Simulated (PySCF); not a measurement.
## 18-crown-6 (C12H24O6): Computed beside measured shifts

System: 18-crown-6 (C12H24O6), SMILES C1COCCOCCOCCOCCOCCO1.

Atom-mapped SMILES (hydrogens are numbered by the atom that bears them): [CH2:1]1[CH2:2][O:3][CH2:4][CH2:5][O:6][CH2:7][CH2:8][O:9][CH2:10][CH2:11][O:12][CH2:13][CH2:14][O:15][CH2:16][CH2:17][O:18]1

Computed with GIAO KT3/pcSseg-1, gas phase, PySCF SCF with an in-house response code, fitting set def2-universal-JFIT, grid level 2, non-relativistic, geometry: GFN2-xTB.

One optimised conformer. Values are averaged over the atoms that symmetry or fast rotation interchanges, on this one geometry and without vibrational averaging. Shifts are the reference shielding less the shielding here, at the same level (13C, 1H against isolated TMS; 17O against isolated H2O); nuclei without a reference have shieldings only.

(1) What shifts does this level give for H on 1/2/4/5/7/8/…, H on 1/2/4/5/7/8/…, H on 1/2/4/5/7/8/…, H on 1/2/4/5/7/8/…, H on 1/2/4/5/7/8/…, H on 1/2/4/5/7/8/…, H on 1/2/4/5/7/8/…, H on 1/2/4/5/7/8/…, H on 1/2/4/5/7/8/…, H on 1/2/4/5/7/8/…, H on 1/2/4/5/7/8/…, H on 1/2/4/5/7/8/…, C1/2/4/5/7/8/…, C1/2/4/5/7/8/…, C1/2/4/5/7/8/…, C1/2/4/5/7/8/…, C1/2/4/5/7/8/…, C1/2/4/5/7/8/…, C1/2/4/5/7/8/…, C1/2/4/5/7/8/…, and how do they compare with measurement?

Results:

(1) 
```tsv
atom	nucleus	computed / ppm	measured / ppm	computed less measured	measured against	medium of the measurement
H on 1/2/4/5/7/8/…	1H	3.86	3.57	0.29	TMS	THF-d8
H on 1/2/4/5/7/8/…	1H	3.86	3.59	0.27	TMS	CD2Cl2
H on 1/2/4/5/7/8/…	1H	3.86	3.67	0.19	TMS	CDCl3
H on 1/2/4/5/7/8/…	1H	3.86	3.36	0.50	TMS	toluene-d8
H on 1/2/4/5/7/8/…	1H	3.86	3.39	0.47	TMS	C6D6
H on 1/2/4/5/7/8/…	1H	3.86	3.41	0.45	TMS	C6D5Cl
H on 1/2/4/5/7/8/…	1H	3.86	3.59	0.27	TMS	acetone-d6
H on 1/2/4/5/7/8/…	1H	3.86	3.51	0.35	TMS	DMSO-d6
H on 1/2/4/5/7/8/…	1H	3.86	3.51	0.35	TMS	CD3CN
H on 1/2/4/5/7/8/…	1H	3.86	3.64	0.22	TMS	TFE-d3
H on 1/2/4/5/7/8/…	1H	3.86	3.64	0.22	TMS	CD3OD
H on 1/2/4/5/7/8/…	1H	3.86	3.8	0.06	DSS	D2O
C1/2/4/5/7/8/…	13C	73.6	71.34	2.3	TMS	THF-d8
C1/2/4/5/7/8/…	13C	73.6	70.47	3.1	TMS	CD2Cl2
C1/2/4/5/7/8/…	13C	73.6	70.55	3.0	TMS	CDCl3
C1/2/4/5/7/8/…	13C	73.6	70.86	2.7	TMS	toluene-d8
C1/2/4/5/7/8/…	13C	73.6	70.59	3.0	TMS	C6D6
C1/2/4/5/7/8/…	13C	73.6	70.55	3.0	TMS	C6D5Cl
C1/2/4/5/7/8/…	13C	73.6	71.25	2.3	TMS	acetone-d6
C1/2/4/5/7/8/…	13C	73.6	69.85	3.8	TMS	DMSO-d6
```

Measured values: Fulmer et al., Organometallics 2010, 29, 2176.
